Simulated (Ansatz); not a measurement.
## Molecular dynamics of C2H10BN

Input:

```yaml
crystal:
  periodic: [false, false, false]
  atoms:
    - { symbol: B, position_ang: [-0.235747, -0.243587, 0.381681] }
    - { symbol: H, position_ang: [-0.903366, 0.311671, 1.503375] }
    - { symbol: H, position_ang: [0.808084, 0.361789, 0.373374] }
    - { symbol: C, position_ang: [-1.237328, -0.127567, -0.858711] }
    - { symbol: H, position_ang: [-2.189004, -0.642023, -0.692544] }
    - { symbol: H, position_ang: [-1.46318, 0.91259, -1.104611] }
    - { symbol: H, position_ang: [-0.772817, -0.575625, -1.744039] }
    - { symbol: "N", position_ang: [-0.109397, -1.679403, 1.02946] }
    - { symbol: H, position_ang: [-0.68871, -2.375715, 0.600299] }
    - { symbol: C, position_ang: [1.173667, -2.17935, 1.471933] }
    - { symbol: H, position_ang: [1.056314, -3.107182, 2.034314] }
    - { symbol: H, position_ang: [1.860061, -2.363719, 0.639347] }
    - { symbol: H, position_ang: [1.646128, -1.450855, 2.130724] }
    - { symbol: H, position_ang: [-0.723007, -0.648225, 1.655396] }
basis:
  gaussian: { orbitals: def2-SVP }
hamiltonian:
  xc: hf
md:
  timestep: 0.5
  n_steps: 200
  ensemble: nve
  temperature: 100.0
  initial_velocities: maxwell_boltzmann
  seed: 9092
```

Command:

```bash
$ ansatz run input.yaml --threads 2 --pin off --max-ram 3072MiB --backend cpu --events-out ev --progress --plain --runs-dir out
```

It starts at the highest image of a converged band. Of that band: The profile has 3 maxima (images 2, 6, 9) with wells between them (images 3, 8): this band takes more than one step, which may be the mechanism or a detour left from its start path. Neighbouring images differ by up to 2.2 eV, so the band resolves the path poorly. A vibrational analysis at the climbing image gives one clearly imaginary mode, 1809i cm⁻¹: a first-order saddle point.

Output, in part (one step line in 4, the closing report, with atoms numbered from 0):

```
md step     0: t =     0.00 fs  T =   100.0 K  F+E_penalty+E_count = -4367.41030729 eV  E_kin = 0.155112 eV  conserved = -4367.25519530 eV  (32 SCF iters)
md step     4: t =     2.00 fs  T =    52.4 K  F+E_penalty+E_count = -4367.33510070 eV  E_kin = 0.081288 eV  conserved = -4367.25381293 eV  (27 SCF iters)
md step     8: t =     4.00 fs  T =    45.8 K  F+E_penalty+E_count = -4367.32506141 eV  E_kin = 0.070968 eV  conserved = -4367.25409346 eV  (27 SCF iters)
md step    12: t =     6.00 fs  T =    58.5 K  F+E_penalty+E_count = -4367.34536435 eV  E_kin = 0.090669 eV  conserved = -4367.25469544 eV  (26 SCF iters)
md step    16: t =     8.00 fs  T =    42.8 K  F+E_penalty+E_count = -4367.31983353 eV  E_kin = 0.066359 eV  conserved = -4367.25347405 eV  (26 SCF iters)
md step    20: t =    10.00 fs  T =   108.1 K  F+E_penalty+E_count = -4367.42244666 eV  E_kin = 0.167739 eV  conserved = -4367.25470729 eV  (32 SCF iters)
md step    24: t =    12.00 fs  T =   154.8 K  F+E_penalty+E_count = -4367.49365041 eV  E_kin = 0.240036 eV  conserved = -4367.25361412 eV  (31 SCF iters)
md step    28: t =    14.00 fs  T =   282.3 K  F+E_penalty+E_count = -4367.69224831 eV  E_kin = 0.437903 eV  conserved = -4367.25434504 eV  (31 SCF iters)
md step    32: t =    16.00 fs  T =   496.5 K  F+E_penalty+E_count = -4368.02491280 eV  E_kin = 0.770201 eV  conserved = -4367.25471146 eV  (31 SCF iters)
md step    36: t =    18.00 fs  T =   721.4 K  F+E_penalty+E_count = -4368.37318913 eV  E_kin = 1.118977 eV  conserved = -4367.25421237 eV  (32 SCF iters)
md step    40: t =    20.00 fs  T =   990.1 K  F+E_penalty+E_count = -4368.79129793 eV  E_kin = 1.535745 eV  conserved = -4367.25555322 eV  (32 SCF iters)
md step    44: t =    22.00 fs  T =  1151.5 K  F+E_penalty+E_count = -4369.04119457 eV  E_kin = 1.786122 eV  conserved = -4367.25507219 eV  (35 SCF iters)
md step    48: t =    24.00 fs  T =  1245.7 K  F+E_penalty+E_count = -4369.18801889 eV  E_kin = 1.932245 eV  conserved = -4367.25577371 eV  (32 SCF iters)
md step    52: t =    26.00 fs  T =  1278.5 K  F+E_penalty+E_count = -4369.23781096 eV  E_kin = 1.983179 eV  conserved = -4367.25463237 eV  (33 SCF iters)
md step    56: t =    28.00 fs  T =  1296.7 K  F+E_penalty+E_count = -4369.26632584 eV  E_kin = 2.011408 eV  conserved = -4367.25491806 eV  (32 SCF iters)
md step    60: t =    30.00 fs  T =  1339.0 K  F+E_penalty+E_count = -4369.33096280 eV  E_kin = 2.076898 eV  conserved = -4367.25406457 eV  (33 SCF iters)
md step    64: t =    32.00 fs  T =  1383.9 K  F+E_penalty+E_count = -4369.40216985 eV  E_kin = 2.146521 eV  conserved = -4367.25564897 eV  (32 SCF iters)
md step    68: t =    34.00 fs  T =  1345.7 K  F+E_penalty+E_count = -4369.34097967 eV  E_kin = 2.087330 eV  conserved = -4367.25364980 eV  (34 SCF iters)
md step    72: t =    36.00 fs  T =  1387.4 K  F+E_penalty+E_count = -4369.40780131 eV  E_kin = 2.152052 eV  conserved = -4367.25574926 eV  (33 SCF iters)
md step    76: t =    38.00 fs  T =  1375.9 K  F+E_penalty+E_count = -4369.38852090 eV  E_kin = 2.134131 eV  conserved = -4367.25439020 eV  (32 SCF iters)
md step    80: t =    40.00 fs  T =  1415.7 K  F+E_penalty+E_count = -4369.45054996 eV  E_kin = 2.195948 eV  conserved = -4367.25460148 eV  (32 SCF iters)
md step    84: t =    42.00 fs  T =  1448.3 K  F+E_penalty+E_count = -4369.50177859 eV  E_kin = 2.246427 eV  conserved = -4367.25535183 eV  (34 SCF iters)
md step    88: t =    44.00 fs  T =  1411.0 K  F+E_penalty+E_count = -4369.44220453 eV  E_kin = 2.188689 eV  conserved = -4367.25351590 eV  (36 SCF iters)
md step    92: t =    46.00 fs  T =  1443.4 K  F+E_penalty+E_count = -4369.49494512 eV  E_kin = 2.238867 eV  conserved = -4367.25607786 eV  (33 SCF iters)
md step    96: t =    48.00 fs  T =  1396.5 K  F+E_penalty+E_count = -4369.41966424 eV  E_kin = 2.166210 eV  conserved = -4367.25345455 eV  (26 SCF iters)
md step   100: t =    50.00 fs  T =  1452.0 K  F+E_penalty+E_count = -4369.50808939 eV  E_kin = 2.252259 eV  conserved = -4367.25583055 eV  (32 SCF iters)
md step   104: t =    52.00 fs  T =  1450.6 K  F+E_penalty+E_count = -4369.50435977 eV  E_kin = 2.250093 eV  conserved = -4367.25426726 eV  (33 SCF iters)
md step   108: t =    54.00 fs  T =  1441.7 K  F+E_penalty+E_count = -4369.49085394 eV  E_kin = 2.236244 eV  conserved = -4367.25460987 eV  (33 SCF iters)
md step   112: t =    56.00 fs  T =  1446.7 K  F+E_penalty+E_count = -4369.49873231 eV  E_kin = 2.243957 eV  conserved = -4367.25477506 eV  (34 SCF iters)
md step   116: t =    58.00 fs  T =  1427.9 K  F+E_penalty+E_count = -4369.46950760 eV  E_kin = 2.214814 eV  conserved = -4367.25469387 eV  (32 SCF iters)
md step   120: t =    60.00 fs  T =  1434.1 K  F+E_penalty+E_count = -4369.47973657 eV  E_kin = 2.224420 eV  conserved = -4367.25531660 eV  (32 SCF iters)
md step   124: t =    62.00 fs  T =  1426.4 K  F+E_penalty+E_count = -4369.46692302 eV  E_kin = 2.212454 eV  conserved = -4367.25446884 eV  (32 SCF iters)
md step   128: t =    64.00 fs  T =  1421.5 K  F+E_penalty+E_count = -4369.45965800 eV  E_kin = 2.204868 eV  conserved = -4367.25479037 eV  (32 SCF iters)
md step   132: t =    66.00 fs  T =  1435.5 K  F+E_penalty+E_count = -4369.48052348 eV  E_kin = 2.226582 eV  conserved = -4367.25394130 eV  (33 SCF iters)
md step   136: t =    68.00 fs  T =  1467.1 K  F+E_penalty+E_count = -4369.53133148 eV  E_kin = 2.275705 eV  conserved = -4367.25562603 eV  (32 SCF iters)
md step   140: t =    70.00 fs  T =  1448.3 K  F+E_penalty+E_count = -4369.50053431 eV  E_kin = 2.246427 eV  conserved = -4367.25410689 eV  (32 SCF iters)
md step   144: t =    72.00 fs  T =  1453.6 K  F+E_penalty+E_count = -4369.51081952 eV  E_kin = 2.254649 eV  conserved = -4367.25617052 eV  (32 SCF iters)
md step   148: t =    74.00 fs  T =  1359.6 K  F+E_penalty+E_count = -4369.36281887 eV  E_kin = 2.108974 eV  conserved = -4367.25384525 eV  (33 SCF iters)
md step   152: t =    76.00 fs  T =  1340.4 K  F+E_penalty+E_count = -4369.33366908 eV  E_kin = 2.079047 eV  conserved = -4367.25462189 eV  (32 SCF iters)
md step   156: t =    78.00 fs  T =  1341.4 K  F+E_penalty+E_count = -4369.33505428 eV  E_kin = 2.080702 eV  conserved = -4367.25435182 eV  (33 SCF iters)
md step   160: t =    80.00 fs  T =  1386.2 K  F+E_penalty+E_count = -4369.40449517 eV  E_kin = 2.150151 eV  conserved = -4367.25434460 eV  (32 SCF iters)
md step   164: t =    82.00 fs  T =  1449.3 K  F+E_penalty+E_count = -4369.50435076 eV  E_kin = 2.247988 eV  conserved = -4367.25636245 eV  (32 SCF iters)
md step   168: t =    84.00 fs  T =  1388.6 K  F+E_penalty+E_count = -4369.40754037 eV  E_kin = 2.153902 eV  conserved = -4367.25363858 eV  (34 SCF iters)
md step   172: t =    86.00 fs  T =  1398.7 K  F+E_penalty+E_count = -4369.42541401 eV  E_kin = 2.169607 eV  conserved = -4367.25580679 eV  (33 SCF iters)
md step   176: t =    88.00 fs  T =  1344.8 K  F+E_penalty+E_count = -4369.33956931 eV  E_kin = 2.085985 eV  conserved = -4367.25358455 eV  (35 SCF iters)
md step   180: t =    90.00 fs  T =  1347.0 K  F+E_penalty+E_count = -4369.34433182 eV  E_kin = 2.089348 eV  conserved = -4367.25498361 eV  (32 SCF iters)
md step   184: t =    92.00 fs  T =  1353.0 K  F+E_penalty+E_count = -4369.35324357 eV  E_kin = 2.098688 eV  conserved = -4367.25455555 eV  (34 SCF iters)
md step   188: t =    94.00 fs  T =  1348.3 K  F+E_penalty+E_count = -4369.34661307 eV  E_kin = 2.091424 eV  conserved = -4367.25518880 eV  (33 SCF iters)
md step   192: t =    96.00 fs  T =  1333.5 K  F+E_penalty+E_count = -4369.32330211 eV  E_kin = 2.068373 eV  conserved = -4367.25492902 eV  (33 SCF iters)
md step   196: t =    98.00 fs  T =  1317.9 K  F+E_penalty+E_count = -4369.29861529 eV  E_kin = 2.044277 eV  conserved = -4367.25433872 eV  (32 SCF iters)
md step   200: t =   100.00 fs  T =  1331.6 K  F+E_penalty+E_count = -4369.32021713 eV  E_kin = 2.065519 eV  conserved = -4367.25469785 eV  (36 SCF iters)
Total energy: -4369.32021713 eV, -160.5695563480 hartree
Atom 0 at     0.173258    -0.729323    -0.098707 Å, force    -0.095915     1.790768     0.223709 eV/Å
Atom 1 at    -6.133014     6.985212     7.332622 Å, force    -0.088610     0.836043    -0.545704 eV/Å
Atom 2 at     1.029231     0.093396     0.091000 Å, force     0.216334     0.044450     0.131623 eV/Å
Atom 3 at    -1.212367    -0.282324    -0.691215 Å, force    -1.279606     0.133523    -0.555419 eV/Å
Atom 4 at    -1.736601    -1.147469    -1.071863 Å, force    -0.413111    -0.629481    -0.022890 eV/Å
Atom 5 at    -1.921170     0.159918     0.070864 Å, force     1.087969    -0.262307    -0.606729 eV/Å
Atom 6 at    -1.196160     0.370184    -1.566919 Å, force     0.277419     0.455515     0.280482 eV/Å
Atom 7 at     0.347477    -2.001073     0.373606 Å, force    -0.052344    -0.919384     0.148803 eV/Å
Atom 8 at    -0.370133    -2.648743     0.108910 Å, force     0.085081    -0.218643     0.501841 eV/Å
Atom 9 at     1.174994    -2.353158     1.505514 Å, force    -1.272675    -1.790071    -0.293437 eV/Å
Atom 10 at     0.600938    -2.216538     2.433810 Å, force     0.512117     0.196588    -0.020935 eV/Å
Atom 11 at     1.442790    -3.425390     1.474094 Å, force     0.037412     0.465772    -0.059765 eV/Å
Atom 12 at     2.067977    -1.785322     1.481887 Å, force     0.897324     0.733268     0.272709 eV/Å
Atom 13 at    -6.201503     7.631548     6.910698 Å, force     0.088605    -0.836041     0.545712 eV/Å
Dipole moment:    -0.058668    -0.315468     0.149175 e Å
```

The run went to its last step. The conserved energy stayed within 0.16 meV per atom of its start (net change 0.035 meV per atom), so the integration is sound. The kinetic energy rose, since the run started high on the potential surface and went downhill. It ends in pieces (C2H8BN + H2), so much of that is their flight and rotation, not heat. A run of 0.1 ps of so small a system gives no equilibrium averages. The orbitals stay closed-shell, which can raise the energy where a bond breaks towards radicals; this wasn't checked here.

Between its relaxed ends the band would form H2–H14 and break B1–H2, N8–H14. These pairs go: H2–H14 0.99 → 0.77 Å, B1–H2 1.42 → 12.43 Å, N8–H14 1.35 → 13.36 Å. In the last frame they stand as after the step (other bonds may differ from the relaxed reactants and products). Also parted: B1–H14 1.42 → 12.64 Å. It ends as C2H8BN + H2. Pairs count as bonded within 1.25 times the sum of covalent radii (0.12 Å more for H–H).

Last frame:

```xyz
14
Properties=species:S:1:pos:R:3
B 0.173 -0.729 -0.099
H -6.133 6.985 7.333
H 1.029 0.093 0.091
C -1.212 -0.282 -0.691
H -1.737 -1.147 -1.072
H -1.921 0.160 0.071
H -1.196 0.370 -1.567
N 0.347 -2.001 0.374
H -0.370 -2.649 0.109
C 1.175 -2.353 1.506
H 0.601 -2.216 2.434
H 1.443 -3.425 1.474
H 2.068 -1.785 1.482
H -6.202 7.631 6.911
```

The run took 3.4 min on 2 threads of Arm Neoverse V2, on a shared host, peak memory 0.19 GiB.
